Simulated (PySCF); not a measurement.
# Radial density of Xe (xenon, neutral)

B97-3, [Kr] 4d10 5s1 5p6 5d1, 5s spin antiparallel (an excited configuration). Calculation: PySCF 2.14, in aug-cc-pwCVTZ-PP with ECP28MDF; a scalar-relativistic core potential. This is the valence pseudo-density: the core potential removes the inner electrons and smooths the orbitals near the nucleus.

```json
{"r (bohr)": "0.00118", "4πr²ρ (e/bohr)": "1.429e-05", "4πr²(ρα − ρβ)": "0.0000"}
{"r (bohr)": "0.00199", "4πr²ρ (e/bohr)": "4.006e-05", "4πr²(ρα − ρβ)": "0.0000"}
{"r (bohr)": "0.00335", "4πr²ρ (e/bohr)": "0.0001105", "4πr²(ρα − ρβ)": "0.0000"}
{"r (bohr)": "0.00564", "4πr²ρ (e/bohr)": "0.0002918", "4πr²(ρα − ρβ)": "0.0000"}
{"r (bohr)": "0.00948", "4πr²ρ (e/bohr)": "0.0006961", "4πr²(ρα − ρβ)": "-0.0001"}
{"r (bohr)": "0.0159", "4πr²ρ (e/bohr)": "0.001401", "4πr²(ρα − ρβ)": "-0.0002"}
{"r (bohr)": "0.0268", "4πr²ρ (e/bohr)": "0.002402", "4πr²(ρα − ρβ)": "-0.0003"}
{"r (bohr)": "0.0451", "4πr²ρ (e/bohr)": "0.003286", "4πr²(ρα − ρβ)": "-0.0004"}
{"r (bohr)": "0.0759", "4πr²ρ (e/bohr)": "0.005962", "4πr²(ρα − ρβ)": "-0.0004"}
{"r (bohr)": "0.128", "4πr²ρ (e/bohr)": "0.03360", "4πr²(ρα − ρβ)": "-0.0004"}
{"r (bohr)": "0.215", "4πr²ρ (e/bohr)": "0.3795", "4πr²(ρα − ρβ)": "-0.0023"}
{"r (bohr)": "0.361", "4πr²ρ (e/bohr)": "5.260", "4πr²(ρα − ρβ)": "-0.0583"}
{"r (bohr)": "0.607", "4πr²ρ (e/bohr)": "27.41", "4πr²(ρα − ρβ)": "-0.1624"}
{"r (bohr)": "1.02", "4πr²ρ (e/bohr)": "15.07", "4πr²(ρα − ρβ)": "-0.1382"}
{"r (bohr)": "1.72", "4πr²ρ (e/bohr)": "5.160", "4πr²(ρα − ρβ)": "-0.7648"}
{"r (bohr)": "2.89", "4πr²ρ (e/bohr)": "1.965", "4πr²(ρα − ρβ)": "0.1771"}
{"r (bohr)": "4.86", "4πr²ρ (e/bohr)": "0.2945", "4πr²(ρα − ρβ)": "0.2224"}
{"r (bohr)": "8.18", "4πr²ρ (e/bohr)": "0.001756", "4πr²(ρα − ρβ)": "0.0017"}
```

Energies and moments cover only the electrons outside the core potential. The outer electron is Rydberg-like, and this basis confines it to a smaller radius and binds it less than a complete one would. With the s spin flipped the determinant is a mixture of two multiplicities, not a spectroscopic state. At B97-3 the highest occupied level has a positive energy, so only the finite basis holds that electron; for this excited configuration the basis is too tight for the outer shell.
